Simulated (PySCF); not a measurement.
# Zr²¹⁺: ionisation energy

Zr²¹⁺ [Ar] 3d1 [3d3/2^1, M_J = 3/2] → Zr²²⁺ [Ar], as a difference of total energies. All numbers are calculated (PySCF 2.14, the two-component X2C-1e Hamiltonian, in an uncontracted even-tempered set (16 s from 2.5 bohr⁻², ratio 2.8; 12 p from 3.2 bohr⁻², ratio 2.8; 8 d from 3.2 bohr⁻², ratio 2.8; 3 f from 9.7 bohr⁻², ratio 3)). Correlated levels: [Ne] frozen; the 74 highest virtual spinors dropped. "Screened" scales the spin-orbit matrix elements by Boettger's factors to mimic the two-electron term; Breit and QED terms are absent.

```tsv
method	ionisation energy (eV)
GHF (spin-free)	919.98
GMP2 (spin-free)	919.96
GHF (screened spin-orbit)	922.07
GMP2 (screened spin-orbit)	922.07
```

Breit and QED terms and the two-electron picture change are absent.

The spin-free rows lack the spin-orbit shift.

For comparison: 922 ± 4 eV (theoretical estimate listed by NIST; NIST Atomic Spectra Database, ionization energies).
